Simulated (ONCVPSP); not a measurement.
## What one change does to a pseudopotential (La (Z = 57), ONCV)

- Element: La (Z = 57)
- Generator: ONCVPSP 4.0.1
- Type: optimised norm-conserving Vanderbilt (ONCV)
- Functional: PBEsol
- Relativity: scalar-relativistic
- Frozen core: [Kr] 4d10
- Valence charge: 11
- Reference configuration: 5s2 5p6 5d1 6s1 6p1
- Partial waves: 5s+6s: rc 2.75 bohr, ncon 4, nbas 9, qcut 3.7 1/bohr, 2 projectors; 5p+6p: rc 2.60 bohr, ncon 4, nbas 7, qcut 4.5 1/bohr, 3 projectors, debl 3.9 Ha; 5d: rc 2.40 bohr, ncon 4, nbas 8, qcut 4.7 1/bohr, 2 projectors, debl 1.1 Ha; f scattering state at 0.2 Ha: rc 2.75 bohr, ncon 3, nbas 6, qcut 3.9 1/bohr, 1 projector
- Local potential: polynomial inside 1.80 bohr (lpopt 4, dvloc0 1 Ha)
- Core correction: Teter function, fcfact 2.5, rcfact 1

In the f channel the program set the typed energies aside and used -0.202 Ha.

All-electron outer shells of the reference configuration (PBEsol, scalar-relativistic, ld1.x):

| shell | level (eV) | outermost node (bohr) | outermost maximum (bohr) |
| --- | --- | --- | --- |
| 4d | -104.90 | 0.32 | 0.68 |
| 5s | -40.06 | 0.77 | 1.41 |
| 5p | -23.49 | 0.83 | 1.58 |
| 6s | -4.31 | 1.86 | 3.74 |
| 5d | -3.97 | 0.95 | 2.19 |
| 6p | -1.86 | 2.19 | 4.93 |

Change: core correction Teter function, fcfact 2.5, rcfact 1.68.

Cutoffs: the cutoffs (Ha) at which the residual kinetic energy of the hardest occupied pseudo-wave falls to 1 and 0.1 mHa per electron; they do not see the model core or the augmentation charge, which bear on the density cutoff. Errors are all-electron minus pseudo energies relative to the spin-unpolarised reference configuration.

**Question.** How do hardness, ghosts and transferability respond?

**Answer.** The potential gets neither clearly harder nor softer (5.8 Ha and 7.0 Ha → 5.8 Ha and 7.0 Ha); of the 4 tests that both files solve, the error grows in 2 and shrinks in 0 by more than 15 % and 0.3 meV (median size 0.8 → 1.1 meV); neither file shows a bound ghost. A model core, the more so a compact one, raises the density cutoff, which this test does not measure.

| quantity | base | changed |
| --- | --- | --- |
| cutoff, loose | 5.8 Ha | 5.8 Ha |
| cutoff, tight | 7.0 Ha | 7.0 Ha |
| bound ghosts | none | none |
| GHOST(+) flags under 300 eV | none | none |
| error for 5s2 5p6 5d1 6s2 6p0, meV [ΔE -2.41 eV] | -0.8 | -1.2 |
| error for 5s2 5p6 5d1 6s1 6p0, meV [ΔE 3.59 eV] | -0.9 | -0.9 |
| error for 5s2 5p6 5d1 6s0 6p0, meV [ΔE 14.44 eV] | -5.6 | -8.1 |
| error for 5s2 5p6 5d1 6s1.5 6p0, meV [ΔE 0.01 eV] | -0.6 | -0.7 |
| s: phases at 2.79 bohr within 0.05 rad from the reference energy up to (Ha; the scan ends near 5) | 2.1 | 2.1 |
| p: phases at 2.64 bohr within 0.05 rad from the reference energy up to (Ha; the scan ends near 5) | to the end of the scan | to the end of the scan |
| d: phases at 2.43 bohr within 0.05 rad from the reference energy up to (Ha; the scan ends near 5) | 2.5 | 2.5 |
| f: phases at 2.79 bohr within 0.05 rad from the reference energy up to (Ha; the scan ends near 5) | -0.1 | -0.1 |
| rms error of d²Exc/dni dnj with the model core, mHa | 1.40 | 1.26 |

Base: The cutoffs count occupied waves only; projector 1 of the f channel, the hardest unoccupied one, needs 37 Ha at the loose tolerance. Changed file: The cutoffs count occupied waves only; projector 1 of the f channel, the hardest unoccupied one, needs 37 Ha at the loose tolerance.
